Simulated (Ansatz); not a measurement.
# Worked example: the enthalpy of formation of C2H8OSi (SMILES CC[SiH2]O)

C2H8OSi has 12 atoms, charge 0, and is taken as a singlet. As SMILES, `CC[SiH2]O`. The coordinates come from a PBE0-D4/def2-TZVP relaxation. This is one conformer, not always the lowest.

Total energies at PBE0/cc-pVDZ (Ansatz 0.2.0); the atoms run unrestricted:

```
species    state  energy (Eh)
C2H8OSi  singlet  -445.476235
      C  triplet   -37.799013
     Si  triplet  -289.247357
      O  triplet   -74.993042
      H  doublet    -0.500290
```

Harmonic wavenumbers at PBE0-D4/def2-TZVP, in cm⁻¹: 87, 148, 171, 220, 313, 565, 638, 688, 755, 845, 879, 914, 950, 986, 995, 1051, 1257, 1265, 1404, 1438, 1494, 1501, 2182, 2236, 3037, 3041, 3080, 3111, 3112, 3934.

Measured heats of formation of the gaseous atoms at 298.15 K, in kJ/mol: C 716.9, Si 450.0, O 249.2, H 218.0. Spin-orbit lowering of the atoms at 298 K (mean of the ground term's levels less their thermal mean, from spectra), in kJ/mol: C 0.02, Si 0.44, O 0.40. Take 1 Eh = 2625.50 kJ/mol, 1 cm⁻¹ = 0.0119627 kJ/mol, RT = 2.479 kJ/mol.

What heat of formation follows?


1. Electronic atomisation energy: 2 × (-37.799013) + (-289.247357) + (-74.993042) + 8 × (-0.500290) − (-445.476235) = 1.635490 Eh = 4294.0 kJ/mol.
2. Zero-point energy: half the sum of the wavenumbers, 21148.5 cm⁻¹ = 253.0 kJ/mol.
3. Thermal vibrational enthalpy, Σ hcν̃/(exp(hcν̃/kT) − 1): 10.1 kJ/mol. Translation, rotation and pV of a non-linear molecule: 4 RT = 9.9 kJ/mol.
4. The 12 free atoms carry 5/2 RT each: 74.4 kJ/mol.
5. Spin-orbit coupling lowers the free atoms by 2 × 0.02 + 0.44 + 0.40 = 0.9 kJ/mol.
6. Atomisation enthalpy at 298 K: 4294.0 − 0.9 − 253.0 − 10.1 − 9.9 + 74.4 = 4094.5 kJ/mol.
7. Sum of the atoms' heats of formation: 3877.0 kJ/mol. Heat of formation: 3877.0 − 4094.5 = -217.5 kJ/mol.

No measured value is set beside it here. Anharmonicity and any spin-orbit splitting of the molecule are left out.
